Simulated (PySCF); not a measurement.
This PySCF input asks for the NMR shieldings of C4H17BN2Si; the geometry comes from GFN2-xTB.

```python
import basis_set_exchange as bse
import numpy as np
from pyscf import gto, dft
from pyscf.prop import nmr

atoms = """
C     0.616410   -2.062275   -0.930813
N     0.422442   -0.635214   -1.077804
B     2.674707    1.023771    2.163806
N     2.539963    0.138759    1.120048
Si   -0.996463    0.191585   -0.491931
C    -2.647132   -0.341103   -1.305739
C    -1.083927   -0.165088    1.377764
C    -0.673688    2.027782   -0.876855
H     1.680924   -2.303030   -0.932786
H     0.198239   -2.367817    0.023624
H     0.131174   -2.639527   -1.724689
H     0.825689   -0.308503   -1.942888
H     1.964613    1.956425    2.213564
H     3.494509    0.814999    2.978413
H     1.849650    0.216987    0.384440
H     3.097717   -0.694333    1.036783
H    -2.834599   -1.404351   -1.179831
H    -3.497214    0.190032   -0.884987
H    -2.628897   -0.139408   -2.373496
H    -1.391712   -1.184950    1.582307
H    -1.796056    0.487460    1.869969
H    -0.117983   -0.010683    1.846137
H     0.196404    2.400836   -0.347988
H    -0.513596    2.197079   -1.936874
H    -1.522107    2.634713   -0.581039
"""
names = dict.fromkeys(["C", "N", "B", "Si", "H"], "pcSseg-1")
basis = {el: gto.basis.parse(bse.get_basis(n, elements=[el], fmt="nwchem")) for el, n in names.items()}
mol = gto.M(atom=atoms, basis=basis, charge=0, verbose=0)
mf = dft.RKS(mol, xc="PBE0")
mf.grids.level = 2
mf.grids.alignment = dft.numint.BLKSIZE   # the property module wants whole blocks of grid points
mf.conv_tol = 1e-9
mf.kernel()

calc = nmr.RKS(mf)   # GIAO
C = mf.mo_coeff
Co = C[:, mf.mo_occ > 0]
resp = mf.gen_response(singlet=True, hermi=2)
def vind(x):   # induced exchange potential for any number of trial vectors
    d = np.einsum("pi,xij,qj->xpq", C, 2 * x.reshape(-1, C.shape[1], Co.shape[1]), Co, optimize=True)
    return np.einsum("xpq,pi,qj->xij", resp(d - d.transpose(0, 2, 1)), C, Co, optimize=True).ravel()
mo1, _ = nmr.rhf.solve_mo1(calc, with_cphf=vind)
sigma = calc.kernel(mo1)
for i, s in enumerate(sigma):   # ppm
    print("%2d %-2s %9.2f" % (i, mol.atom_pure_symbol(i), np.trace(s) / 3))
```

Question: What are the results?

Answer: 
```
 0 C     156.50
 1 N     234.35
 2 B      64.17
 3 N     131.37
 4 Si    343.49
 5 C     186.13
 6 C     188.79
 7 C     187.46
 8 H      29.10
 9 H      29.25
10 H      28.87
11 H      31.81
12 H      26.87
13 H      26.97
14 H      24.81
15 H      26.77
16 H      31.44
17 H      31.73
18 H      31.87
19 H      31.44
20 H      31.81
21 H      31.12
22 H      31.40
23 H      31.74
24 H      31.80
```

These numbers come from an equivalent density-fitted implementation of the same equations, which agrees with the script to about 0.01 ppm for H and up to a few tenths of a ppm for heavy atoms, so last digits may differ.

Size and cost of the density-fitted run: 228 basis functions, 44 s wall time on 1 thread of an Arm Neoverse V2, shared host; peak memory 1.1 GiB.
